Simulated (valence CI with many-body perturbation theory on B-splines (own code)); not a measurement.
E1 line list for Ge XXVI

Calculated by valence CI with perturbative core correlation (CI+MBPT): five valence electrons over a frozen Dirac-Fock core [He], radial functions for each j: 9 s, 9 p, 8 d, 6 f, 3 g, 1 h, with the one-electron correlation potential Σ1, the two-electron term Σ2, the three-electron term Σ3, Breit, model QED; selected CI, second order for the rest (own B-spline code, finite nucleus).

No measured levels were compared; by estimate levels of excited configurations hold to 0.05 to 0.15 % of their energy, terms of the ground configuration to about 0.5 %. Among the levels kept, up to 1700 cm⁻¹ of a level comes from second order outside the variational space, and about a tenth of that is noise between levels of different J, which matters for small intervals.

Lines 1 to 50 of 265 in falling wavelength, among levels below 1613.4 eV, chosen from the strongest by gf and those to the six lowest levels. Wavelengths and rates use the calculated energies, so an error of 1000 cm⁻¹ moves a line at 41.71 nm by 0.42 % and its rate by three times that or more. Electric multipoles are in the length gauge, E1 and E2 with the static RPA response of the core. Weak lines are less certain than strong ones. Lines between different terms over intervals too small for the method are left out, as are lines whose strength nearly cancels. Where a level lies close to another of its J and parity, the split of strength between their lines is uncertain. The highest levels of a list are the least certain.

Levels are named by their leading jj configuration (3d3/2^4 stands for four electrons in 3d with j = 3/2), which in mixed levels can hold well under half, so a name can repeat and another be missing. Letters in brackets count levels of one name in rising energy.

```csv
λ vac (nm),Upper,Lower,A (s⁻¹),S (a.u.) with core polarisation,S without
41.71,(2s^2 2p1/2 2p3/2 3p1/2) J=5/2,(2s^2 2p1/2 2p3/2 3s) J=3/2 [b],4.26e+08,9.14e-02,9.15e-02
38.12,(2s^2 2p1/2 2p3/2 3p1/2) J=1/2,(2s^2 2p1/2 2p3/2 3s) J=3/2 [a],1.51e+09,8.25e-02,8.25e-02
37.78,(2s^2 2p1/2^2 3p1/2) J=1/2,(2s^2 2p1/2^2 3s) J=1/2,2.22e+09,1.18e-01,1.18e-01
37.06,(2s^2 2p1/2 2p3/2 3p1/2) J=5/2,(2s^2 2p1/2 2p3/2 3s) J=5/2,1.04e+09,1.57e-01,1.57e-01
35.03,(2s^2 2p1/2 2p3/2 3p3/2) J=5/2 [a],(2s^2 2p1/2 2p3/2 3s) J=5/2,6.04e+08,7.69e-02,7.69e-02
35.01,(2s^2 2p3/2^2 3d3/2) J=3/2,(2s 2p1/2^2 2p3/2 3s) J=3/2 [a],1.24e+09,1.05e-01,1.05e-01
34.43,(2s^2 2p1/2 2p3/2 3p3/2) J=3/2 [a],(2s^2 2p1/2 2p3/2 3s) J=3/2 [b],8.31e+08,6.69e-02,6.69e-02
34.39,(2s 2p1/2^2 2p3/2 3p3/2) J=3/2,(2s 2p1/2^2 2p3/2 3s) J=3/2 [a],1.14e+09,9.11e-02,9.12e-02
34.38,(2s 2p1/2^2 2p3/2 3p1/2) J=3/2,(2s 2p1/2^2 2p3/2 3s) J=5/2,3.03e+09,2.43e-01,2.43e-01
34.01,(2s^2 2p1/2 2p3/2 3p1/2) J=3/2 [a],(2s^2 2p1/2 2p3/2 3s) J=3/2 [a],1.61e+09,1.25e-01,1.25e-01
33.79,(2s^2 2p1/2 2p3/2 3d3/2) J=5/2 [b],(2s^2 2p1/2 2p3/2 3p3/2) J=5/2 [b],5.94e+08,6.78e-02,6.78e-02
33.58,(2s^2 2p3/2^2 3d5/2) J=3/2,(2s^2 2p3/2^2 3p3/2) J=3/2 [a],1.26e+09,9.41e-02,9.41e-02
33.16,(2s 2p1/2^2 2p3/2 3p1/2) J=5/2,(2s 2p1/2^2 2p3/2 3s) J=5/2,3.02e+09,3.26e-01,3.26e-01
33.01,(2s^2 2p1/2 2p3/2 3d5/2) J=1/2,(2s^2 2p1/2 2p3/2 3p3/2) J=1/2 [b],1.68e+09,5.95e-02,5.95e-02
32.83,(2s 2p1/2^2 2p3/2 3p3/2) J=5/2,(2s 2p1/2^2 2p3/2 3s) J=3/2 [a],2.61e+09,2.74e-01,2.74e-01
32.52,(2s^2 2p3/2^2 3d5/2) J=5/2,(2s^2 2p3/2^2 3p3/2) J=3/2 [a],1.85e+09,1.89e-01,1.89e-01
32.13,(2s^2 2p1/2 2p3/2 3d3/2) J=7/2,(2s^2 2p1/2 2p3/2 3p3/2) J=7/2,8.76e+08,1.15e-01,1.15e-01
31.94,(2s^2 2p1/2 2p3/2 3d5/2) J=3/2 [b],(2s^2 2p1/2 2p3/2 3p3/2) J=1/2 [b],1.51e+09,9.74e-02,9.74e-02
31.67,(2s^2 2p3/2^2 3p1/2) J=3/2,(2s^2 2p3/2^2 3s) J=5/2,2.82e+09,1.77e-01,1.77e-01
31.57,(2s^2 2p3/2^2 3p3/2) J=5/2,(2s^2 2p3/2^2 3s) J=3/2,1.89e+09,1.76e-01,1.76e-01
31.53,(2s^2 2p3/2^2 3d5/2) J=7/2,(2s^2 2p3/2^2 3p3/2) J=7/2,6.02e+08,7.45e-02,7.45e-02
31.47,(2s 2p1/2^2 2p3/2 3p3/2) J=1/2,(2s 2p1/2^2 2p3/2 3s) J=3/2 [a],3.08e+09,9.47e-02,9.47e-02
30.84,(2s^2 2p3/2^2 3p1/2) J=5/2,(2s^2 2p3/2^2 3s) J=3/2,2.09e+09,1.82e-01,1.82e-01
30.76,(2s^2 2p3/2^2 3p1/2) J=1/2,(2s^2 2p3/2^2 3s) J=1/2,4.22e+09,1.21e-01,1.21e-01
30.28,(2s^2 2p3/2^2 3d5/2) J=7/2,(2s^2 2p3/2^2 3p3/2) J=5/2,3.06e+09,3.35e-01,3.35e-01
30.26,(2s^2 2p1/2 2p3/2 3d5/2) J=7/2 [a],(2s^2 2p1/2 2p3/2 3p3/2) J=5/2 [a],2.32e+09,2.54e-01,2.54e-01
30.10,(2s^2 2p1/2 2p3/2 3d5/2) J=9/2,(2s^2 2p1/2 2p3/2 3p3/2) J=7/2,3.86e+09,5.19e-01,5.19e-01
30.08,(2s^2 2p1/2 2p3/2 3p3/2) J=1/2 [a],(2s^2 2p1/2 2p3/2 3s) J=1/2,2.30e+09,6.17e-02,6.17e-02
29.68,(2s^2 2p3/2^2 3d5/2) J=9/2,(2s^2 2p3/2^2 3p3/2) J=7/2,4.04e+09,5.22e-01,5.22e-01
29.64,(2s^2 2p3/2^2 3p3/2) J=1/2,(2s^2 2p3/2^2 3s) J=3/2,3.90e+09,1.00e-01,1.00e-01
29.51,(2s^2 2p1/2 2p3/2 3p1/2) J=5/2,(2s^2 2p1/2 2p3/2 3s) J=3/2 [a],1.43e+09,1.09e-01,1.09e-01
29.47,(2s^2 2p3/2^2 3p3/2) J=5/2,(2s^2 2p3/2^2 3s) J=5/2,2.17e+09,1.64e-01,1.64e-01
29.18,(2s^2 2p1/2 2p3/2 3d3/2) J=5/2 [a],(2s^2 2p1/2 2p3/2 3p1/2) J=5/2,9.22e+08,6.78e-02,6.78e-02
29.17,(2s^2 2p1/2 2p3/2 3d5/2) J=5/2 [a],(2s^2 2p1/2 2p3/2 3p3/2) J=3/2 [a],3.19e+09,2.34e-01,2.34e-01
28.97,(2s^2 2p1/2^2 3d5/2) J=5/2,(2s^2 2p1/2^2 3p3/2) J=3/2,4.27e+09,3.07e-01,3.07e-01
28.89,(2s^2 2p1/2 2p3/2 3d5/2) J=7/2 [a],(2s^2 2p1/2 2p3/2 3p1/2) J=5/2,1.61e+09,1.53e-01,1.53e-01
28.84,(2s^2 2p3/2^2 3p1/2) J=5/2,(2s^2 2p3/2^2 3s) J=5/2,2.51e+09,1.78e-01,1.78e-01
28.70,(2s^2 2p3/2^2 3d5/2) J=1/2,(2s^2 2p3/2^2 3p3/2) J=1/2,2.55e+09,5.96e-02,5.95e-02
28.53,(2s^2 2p1/2 2p3/2 3p3/2) J=7/2,(2s^2 2p1/2 2p3/2 3s) J=5/2,5.33e+09,4.89e-01,4.89e-01
28.39,(2s^2 2p1/2 2p3/2 3d5/2) J=7/2 [b],(2s^2 2p1/2 2p3/2 3p3/2) J=5/2 [b],4.05e+09,3.66e-01,3.66e-01
28.37,(2s^2 2p3/2^2 3p3/2) J=7/2,(2s^2 2p3/2^2 3s) J=5/2,5.36e+09,4.84e-01,4.84e-01
28.21,(2s^2 2p1/2 2p3/2 3p3/2) J=5/2 [a],(2s^2 2p1/2 2p3/2 3s) J=3/2 [a],3.61e+09,2.40e-01,2.40e-01
28.16,(2s^2 2p1/2 2p3/2 3p3/2) J=3/2 [a],(2s^2 2p1/2 2p3/2 3s) J=1/2,1.94e+09,8.57e-02,8.57e-02
27.97,(2s 2p1/2^2 2p3/2 3p3/2) J=7/2,(2s 2p1/2^2 2p3/2 3s) J=5/2,6.27e+09,5.42e-01,5.42e-01
27.96,(2s^2 2p1/2 2p3/2 3d3/2) J=5/2 [b],(2s^2 2p1/2 2p3/2 3p1/2) J=3/2 [b],1.50e+09,9.68e-02,9.68e-02
27.80,(2s^2 2p3/2^2 3d3/2) J=5/2,(2s^2 2p3/2^2 3p1/2) J=5/2,1.56e+09,9.93e-02,9.93e-02
27.78,(2s^2 2p1/2 2p3/2 3p1/2) J=3/2 [b],(2s^2 2p1/2 2p3/2 3s) J=5/2,4.92e+09,2.08e-01,2.08e-01
27.55,(2s^2 2p1/2 2p3/2 3p3/2) J=3/2 [b],(2s^2 2p1/2 2p3/2 3s) J=3/2 [b],3.70e+09,1.53e-01,1.53e-01
27.38,(2s^2 2p1/2 2p3/2 3d5/2) J=3/2 [a],(2s^2 2p1/2 2p3/2 3p3/2) J=1/2 [a],3.08e+09,1.25e-01,1.25e-01
27.23,(2s^2 2p3/2^2 3d3/2) J=5/2,(2s^2 2p3/2^2 3p3/2) J=5/2,9.63e+08,5.76e-02,5.76e-02
```
